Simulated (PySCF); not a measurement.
C3H4BNO2, SMILES N#CCB(O)C=O. Heavy atoms are numbered as in [N:1]#[C:2][CH2:3][B:4]([OH:5])[CH:6]=[O:7]. Hydrogens are named by the atom that carries them.

Geometry: B3LYP-D3(BJ)/def2-SVP. This is a generated structure with no PubChem entry under its InChIKey; it may be hypothetical. The values are those of a single conformer.

The numbers are results of PBE/def2-TZVP (PySCF), not measurements.

ESP charges are fitted to the potential on shells at 1.4 to 2.0 van der Waals radii. Atomic charges (e), one atom of each kind:

| atom | IAO | ESP fit |
|---|---|---|
| N1 | … | -0.47 |
| C2 | 0.14 | 0.41 |
| C3 (CH2) | -0.47 | -0.67 |
| B4 | … | 0.50 |
| O5 (OH) | -0.46 | -0.55 |
| C6 (CH) | 0.11 | 0.27 |
| O7 | … | -0.40 |
| H on C3 | 0.21 | 0.24 |
| H on O5 | … | 0.38 |
| H on C6 | … | 0.04 |

### Question
Some entries are withheld; supply them. (An estimate is asked for; the answer gives what the named calculation found.)

### Answer

- N1, IAO: -0.25
- B4, IAO: 0.36
- O7, IAO: -0.33
- H on O5, IAO: 0.37
- H on C6, IAO: 0.12

Computed Mayer and Wiberg (Löwdin basis) orders of the bonds:
| bond | Mayer | Wiberg |
|---|---|---|
| N1–C2 | 3.13 | 3.32 |
| C2–C3 | 1.01 | 1.31 |
| C3–B4 | 0.96 | 1.16 |
| B4–O5 | 1.53 | 2.09 |
| B4–C6 | 0.99 | 1.10 |
| C6–O7 | 1.97 | 2.69 |
